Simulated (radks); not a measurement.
Exchange energies: the exact (Fock) value of the Kohn-Sham orbitals and density-functional approximations, as 100 (|E| - |E exact|)/|E exact|, negative where the magnitude is too small. Species: Cr [Ar] 3d5 4s1; Bi4+ [Xe] 4f14 5d10 6s1; Pd [Kr] 4d10. Method: non-relativistic Kohn-Sham, r2SCAN, spin-polarised, spherical densities, point nucleus; meta-GGA in the generalised Kohn-Sham scheme; computed with a radial shooting solver on a logarithmic mesh with Libxc functionals. Every spin shell is full or empty, so the densities are truly spherical. Functionals are evaluated on that one density, not self-consistently.

functional             Cr      Bi4+        Pd
exact (hartree)  -47.6742  -365.182  -139.033
LDA                 -6.46     -3.78     -4.98
PBE                 -0.20     -0.38     -0.38
SOGGA               -2.76     -1.82     -2.30
B86b                +0.36     -0.04     +0.05
TPSS                +0.35     -0.47     -0.20
revTPSS             -0.39     -0.93     -0.86
MS2                 +0.08     -0.70     -0.52
TASK                -2.63     -1.80     -2.28
